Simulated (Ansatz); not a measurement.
`CC(C)[Si](Cl)(Cl)Cl` → Cl₂ + `CC(C)[Si]Cl` at 500 K and 1 bar (silylene formation by 1,1-elimination).

Program: Ansatz. Geometries: PBE0-D4/def2-TZVP. ΔE: electronic, gas phase. CBS: MP2 limit from def2 TZ/QZ plus the TZ coupled-cluster correction, frozen cores. This one scheme is used for every species. One conformer a species, not always the lowest.

| species | CCSD(T)/CBS energy (Eh) | H − E (kJ/mol) | S (J/(mol·K)) |
| --- | --- | --- | --- |
| `CC(C)[Si](Cl)(Cl)Cl` | -1786.96983 | 325.0 | 503.7 |
| Cl₂ | -919.51390 | 19.6 | 240.8 |
| `CC(C)[Si]Cl` | -867.23764 | 296.0 | 425.0 |

H − E and S are ideal-gas, rigid-rotor, harmonic terms from PBE0-D4/def2-TZVP, for one conformer and one mirror image of each species. 1 Eh = 2625.50 kJ/mol, R = 8.31446 J/(mol·K).

**Question.** By hand: ΔE, ΔH, ΔS and ΔG.

**Answer.** ΔE = (-919.51390) + (-867.23764) − (-1786.96983) = 0.21829 Eh = 573.1 kJ/mol. Δ(H − E) = 19.6 + 296.0 − 325.0 = -9.4, so ΔH = 563.7 kJ/mol. ΔS = 240.8 + 425.0 − 503.7 = 162.1 J/(mol·K). ΔG = 563.7 − 500 × (162.1)/1000 = 482.7 kJ/mol.

**Question.** By hand: the equilibrium constant, and the temperature at which ΔG would vanish if ΔH and ΔS stayed fixed.

**Answer.** log₁₀ K = −ΔG/(RT ln 10) = -50.4. ΔG = 0 at ΔH/ΔS = 3477 K, far beyond where these terms or the molecules hold.

The number of gas molecules changes by +1, which sets the sign of ΔS. A doubt of 5 kJ/mol in ΔE shifts log₁₀ K by 0.5 here. Other conformers and mirror images would add mixing entropy, several J/(mol·K) or more a flexible species. Modes under 60 cm⁻¹, often nearly free rotors, make the harmonic entropy too high. These are equilibria of isolated gas molecules and say nothing of rates. Largest T1 diagnostic: 0.011 (customary marks: 0.02 for closed shells, 0.045 for open ones).
